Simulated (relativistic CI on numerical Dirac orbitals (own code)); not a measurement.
# Energy levels of Xe19+

These numbers are calculated, not measured: Dirac-Coulomb-Breit CI, orbitals from a KLI potential per configuration, QED by a radiative potential, unscaled Slater integrals (own radial code, finite nucleus).

Configuration list (outside the closed core [Ar] 3d10): 4s2 4p5, 4s 4p6, 4s2 4p4 4d, 4s 4p5 4d, 4s2 4p4 4f, 4s 4p5 4f, 4p6 4d, 4s 4p4 4d2, 4s2 4p3 4d 4f, 4p6 4f, 4s2 4p4 5s, 4s2 4p4 5p, 4p6 5s, 4s 4p4 4d 5s, 4s 4p5 5s, 4s2 4p4 5d, 4p5 4d 4f, 4s2 4p3 4f 5s, 4s 4p5 5p, 4s 4p4 4f2, 4s2 4p4 5f, 4s2 4p4 5g, 4s 4p5 5d, 4s2 4p4 6s, 4s2 4p4 6p, 4s 4p4 5s2, 4s2 4p4 6d, 4s2 4p3 4d2, 4s2 4p2 4d3, 4s 4p3 4d3, 4s2 4p2 4d2 4f, 4s 4p3 4d2 4f, 4s2 4p2 4d2 5s, 4p5 4d2, 4p4 4d3, 4p4 4d2 4f, 4p4 4d2 5s, 4p5 4d 5s, 4p4 4d 4f 5s, 4p4 4d 5s2, 4s2 4p3 5s2, 4s2 4p2 4d 5s2, 4s 4p3 4d 5s2, 4s2 4p2 4f 5s2, 4s 4p3 4f 5s2. Double excitations out of closed p, d and f shells are left out; levels of such configurations are missing from the list, as are those of other unlisted configurations, and high levels can miss mixing partners. These lack a partner that the ground configuration has and come out too high: 4s2 4p4 5p, 4s 4p5 5s, 4s2 4p4 5d, 4s 4p5 5p, 4s2 4p4 5f.

The lowest level is 4s2 4p5 2P°_3/2, with 98 % of that term; Hund's rules for 4s2 4p5 give 2P° with J = 3/2, in agreement.

```csv
No.,Configuration,Term,J,E (eV),%,Lifetime (s),jj configuration (%)
1,4s2 4p5,2P°,3/2,0.000,98,,4p3/2^3 (98)
2,4s2 4p5,2P°,1/2,15.532,98,2.82e-05,4p1/2 4p3/2^4 (98)
3,4s 4p6,2S,1/2,65.948,76,4.67e-11,4s (76)
4,4s2 4p4 4d,4D,3/2,79.941,50,2.74e-09,4p3/2^2 4d3/2 (93)
5,4s2 4p4 4d,4D,5/2,80.192,63,1.38e-08,4p3/2^2 4d3/2 (76)
6,4s2 4p4 4d,2P,1/2,81.246,47,5.76e-10,4p3/2^2 4d3/2 (64)
7,4s2 4p4 4d,4D,7/2,81.695,56,1.88e-03,4p3/2^2 4d5/2 (52)
8,4s2 4p4 4d,4F,9/2,84.611,74,1.01e-02,4p3/2^2 4d5/2 (97)
9,4s2 4p4 4d,2F,7/2,84.650,50,1.98e-03,4p3/2^2 4d3/2 (56)
10,4s2 4p4 4d,2D,3/2,86.832,49,6.09e-10,4p3/2^2 4d3/2 (76)
11,4s2 4p4 4d,4P,1/2,89.086,62,2.61e-11,4p3/2^2 4d5/2 (51)
12,4s2 4p4 4d,2D,5/2,91.377,40,3.90e-10,4p3/2^2 4d5/2 (85)
13,4s2 4p4 4d,2D,3/2,92.031,33,3.13e-11,4p3/2^2 4d5/2 (55)
14,4s2 4p4 4d,4F,5/2,92.642,33,3.31e-11,4p3/2^2 4d5/2 (48)
15,4s2 4p4 4d,4D,1/2,92.842,66,9.41e-10,4p1/2 4p3/2^3 4d3/2 (91)
16,4s2 4p4 4d,4D,3/2,95.393,32,1.21e-08,4p1/2 4p3/2^3 4d3/2 (82)
17,4s2 4p4 4d,4F,7/2,98.120,51,3.92e-05,4p1/2 4p3/2^3 4d5/2 (89)
18,4s2 4p4 4d,2F,5/2,99.093,39,1.14e-10,4p1/2 4p3/2^3 4d3/2 (80)
19,4s2 4p4 4d,2G,7/2,99.305,54,5.34e-05,4p1/2 4p3/2^3 4d3/2 (91)
20,4s2 4p4 4d,2P,3/2,100.005,46,1.37e-09,4p1/2 4p3/2^3 4d5/2 (94)
21,4s2 4p4 4d,2F,5/2,101.508,55,3.35e-09,4p1/2 4p3/2^3 4d5/2 (89)
22,4s2 4p4 4d,2G,9/2,101.802,74,4.94e-05,4p1/2 4p3/2^3 4d5/2 (97)
23,4s2 4p4 4d,2D,5/2,103.803,45,2.94e-10,4p1/2 4p3/2^3 4d5/2 (89)
24,4s2 4p4 4d,2F,7/2,106.373,84,3.56e-05,4p1/2 4p3/2^3 4d5/2 (94)
25,4s2 4p4 4d,2P,3/2,110.110,38,5.36e-12,4p1/2 4p3/2^3 4d5/2 (41)
26,4s2 4p4 4d,2S,1/2,111.365,63,1.62e-12,4p1/2 4p3/2^3 4d3/2 (60)
27,4s2 4p4 4d,2D,5/2,114.539,86,1.44e-12,4p1/2 4p3/2^3 4d3/2 (60)
28,4s2 4p4 4d,2P,3/2,114.829,45,2.17e-12,4p1/2 4p3/2^3 4d3/2 (63)
29,4s2 4p4 4d,2P,1/2,119.864,85,1.94e-12,4p1/2 4p3/2^3 4d5/2 (77)
30,4s2 4p4 4d,2D,5/2,120.890,55,8.86e-11,4p3/2^4 4d5/2 (89)
```

Energies count from the lowest computed level; ° marks odd parity; lifetimes are radiative, by E1, M1, E2, M2, E3 decay to levels of this space only. Filled j subshells are mostly left out of the jj labels.

The mean weight of the leading LS term, summed over parents, in these 30 levels is 58 %, and that of the leading jj configuration (from the same eigenvectors) 77 %, so jj coupling describes them better and the LS labels are nominal.

At this charge energies of transitions that change n are usually good to better than 1 %, and those within a shell (Δn = 0) to a few per cent.

LS names give the leading component of a level, which can be under half, so a name can repeat, a term be missing and a line seem to break the LS rules.
